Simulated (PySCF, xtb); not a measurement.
BH3O2, SMILES OBO. Other conformers were not sampled.

Harmonic wavenumbers (cm⁻¹) from GFN2-xTB (xtb 6.7.1) at its own minimum, in rising order: 440, 546, 658, 831, 931, 960, 1062, 1159, 1323, 2595, 3599, 3671.

Question: What does PySCF with PBE-D3(BJ)/def2-TZVP give at its own minimum? (The exact figures need the calculation; the answer reports its results.)

Answer: 459, 518, 625, 889, 939, 975, 1076, 1206, 1413, 2569, 3685, 3753. Paired by order, the mean absolute difference is 42 cm⁻¹ and the zero-point energies are 25.4 and 25.9 kcal/mol.
